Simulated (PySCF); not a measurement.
Isomers of C4H4F3NO, one GFN2-xTB conformer each. Single-point energies are computed at PBE0/pcSseg-1 (PySCF, gas phase, no added dispersion term), electronic only.

| SMILES | GFN2-xTB relative energy (kJ/mol) |
| --- | --- |
| N#CC[C@H](O)C(F)(F)F | 40.1 |
| [H]/N=C\C(=O)CC(F)(F)F | 65.3 |
| O=CN1C[C@H]1C(F)(F)F | 0.0 |
| CO[C@@H](C#N)C(F)(F)F | 82.3 |

Conformers: `[N:1]#[C:2][CH2:3][C@H:4]([OH:5])[C:6]([F:7])([F:8])[F:9]` with C2–C3–C4–O5 -171°, C3–C4–O5–H -175°; `[H]/[N:1]=[CH:2]\[C:3](=[O:4])[CH2:5][C:6]([F:7])([F:8])[F:9]` with N1–C2–C3–O4 -4°, C2–C3–C5–C6 -71°; `[O:1]=[CH:2][N:3]1[CH2:4][C@H:5]1[C:6]([F:7])([F:8])[F:9]` with O1–C2–N3–C4 41°; `[CH3:1][O:2][C@@H:3]([C:4]#[N:5])[C:6]([F:7])([F:8])[F:9]` with C1–O2–C3–C4 68°.

Question: What does PBE0/pcSseg-1 give for the same structures?

Answer: 
| SMILES | PBE0/pcSseg-1 E (Eh) | PBE0/pcSseg-1 (kJ/mol) | GFN2-xTB (kJ/mol) | point group |
| --- | --- | --- | --- | --- |
| N#CC[C@H](O)C(F)(F)F | -583.67149 | 0.0 | 40.1 | C1 |
| [H]/N=C\C(=O)CC(F)(F)F | -583.66564 | 15.4 | 65.3 | C1 |
| O=CN1C[C@H]1C(F)(F)F | -583.65420 | 45.4 | 0.0 | C1 |
| CO[C@@H](C#N)C(F)(F)F | -583.64500 | 69.5 | 82.3 | C1 |

GFN2-xTB puts O=CN1C[C@H]1C(F)(F)F lowest instead; measured from each level's own lowest isomer, the values differ by up to 49.9 kJ/mol ([H]/N=C\C(=O)CC(F)(F)F: 65.3 against 15.4). As drawn, the lowest has an O–H bond, which the highest lacks.

Question: Which frontier levels, dipoles and rotational constants go with these structures?

Answer: 
| SMILES | HOMO (eV, PBE0/pcSseg-1) | LUMO (eV) | dipole (D) | A, B, C (MHz) |
| --- | --- | --- | --- | --- |
| N#CC[C@H](O)C(F)(F)F | -9.31 | 0.53 | 3.81 | 2421, 1333, 1044 |
| [H]/N=C\C(=O)CC(F)(F)F | -7.97 | -2.74 | 2.31 | 3062, 1054, 936.1 |
| O=CN1C[C@H]1C(F)(F)F | -7.88 | -0.11 | 3.29 | 3128, 1146, 1036 |
| CO[C@@H](C#N)C(F)(F)F | -9.02 | -0.37 | 3.68 | 2167, 1433, 1039 |

Question: As an exercise, what shares would exp(−E/RT) give at 1000 K from these electronic energies alone (no entropy, no degeneracies)?

Answer: RT = 8.314 kJ/mol: N#CC[C@H](O)C(F)(F)F 86.0 %, [H]/N=C\C(=O)CC(F)(F)F 13.6 %, O=CN1C[C@H]1C(F)(F)F 0.4 %, CO[C@@H](C#N)C(F)(F)F under 0.1 %.
